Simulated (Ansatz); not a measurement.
`C#CCS` + `[SnH4]` → `C#[C][SnH3]` + CH₃SH at 500 K and 1 bar (formal exchange of groups at a C–C bond).

Isolated molecules relaxed with PBE0-D4/def2-TZVP in Ansatz; ΔE leaves out vibrations. CBS: MP2 limit from def2 TZ/QZ plus the TZ coupled-cluster correction, frozen cores. This one scheme is used for every species. Elements past krypton have def2 core potentials. For Sn outer-core shells are correlated without core-valence functions, which leaves a few kJ/mol of doubt a bond. Each species was taken in one conformer, which may not be the lowest.

```csv
species,CCSD(T)/CBS energy (Eh),H − E (kJ/mol),S (J/(mol·K))
`C#CCS`,-514.26138,182.1,348.3
`[SnH4]`,-216.39156,91.5,258.6
`C#[C][SnH3]`,-292.44374,136.6,342.8
CH₃SH,-438.22835,145.1,283.7
```

H − E and S are ideal-gas, rigid-rotor, harmonic terms from PBE0-D4/def2-TZVP, for one conformer and one mirror image of each species. 1 Eh = 2625.50 kJ/mol, R = 8.31446 J/(mol·K).

Q: By hand: ΔE, ΔH, ΔS and ΔG.

A: ΔE = (-292.44374) + (-438.22835) − (-514.26138) − (-216.39156) = -0.01915 Eh = -50.3 kJ/mol. Δ(H − E) = 136.6 + 145.1 − 182.1 − 91.5 = 8.1, so ΔH = -42.2 kJ/mol. ΔS = 342.8 + 283.7 − 348.3 − 258.6 = 19.6 J/(mol·K). ΔG = -42.2 − 500 × (19.6)/1000 = -52.0 kJ/mol.

Q: By hand: the equilibrium constant, and the temperature at which ΔG would vanish if ΔH and ΔS stayed fixed.

A: log₁₀ K = −ΔG/(RT ln 10) = 5.4. ΔH and −TΔS have one sign here, so there is no such temperature.

ΔH outweighs TΔS. A doubt of 5 kJ/mol in ΔE shifts log₁₀ K by 0.5 here. Other conformers and mirror images would add mixing entropy, several J/(mol·K) or more a flexible species. These are equilibria of isolated gas molecules and say nothing of rates. Largest T1 diagnostic: 0.014 (customary marks: 0.02 for closed shells, 0.045 for open ones).
